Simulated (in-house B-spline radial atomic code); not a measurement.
Solving the quasi-particle equation for 6s of neutral barium

Configuration [Xe] 6s2, start HSE06; correlation leaves out the 5 deepest shells. Computed with an all-electron radial atomic-structure program (B-spline basis): all electrons, scalar-relativistic (spin-free one-electron X2C), finite nucleus, each spin shell either full or empty, empty states to l = 9 with an (l + 1/2)⁻⁴ tail; G0W0 by contour deformation at full frequency.

At the mean-field level ε = -3.389 eV the matrix elements are Σx = -6.318 eV, v_xc = -5.434 eV and Σc(ε) = -1.472 eV, and the slope of the correlation self-energy is dΣc/dω = -0.2180. The quasi-particle energy solves E = ε + Σx − v_xc + Σc(E).

**Question.** What does the linearised equation give?

**Answer.** Z = 1/(1 − dΣc/dω) = 1/1.2180 = 0.8210. The first-order shift is Σx − v_xc + Σc(ε) = -6.318 − (-5.434) + (-1.472) = -2.356 eV, so E ≈ ε + Z × shift = -3.389 + 0.8210 × (-2.356) = -5.323 eV.

**Question.** How does that compare with the full solution and with static screening?

**Answer.** Solving the equation at full frequency dependence gives E = -5.319 eV, where Σc = -1.046 eV and the weight is 0.786; the linearised value is off by 4 meV; so low a weight means that a satellite takes much of the strength. Leaving Z out would give -5.745 eV. Static COHSEX puts -2.686 eV in place of Σc and gives -6.959 eV, 1.64 eV deeper. The tabulated removal energy is 5.212 eV (NIST, measured); the run leaves out spin-orbit coupling, Breit and QED terms.
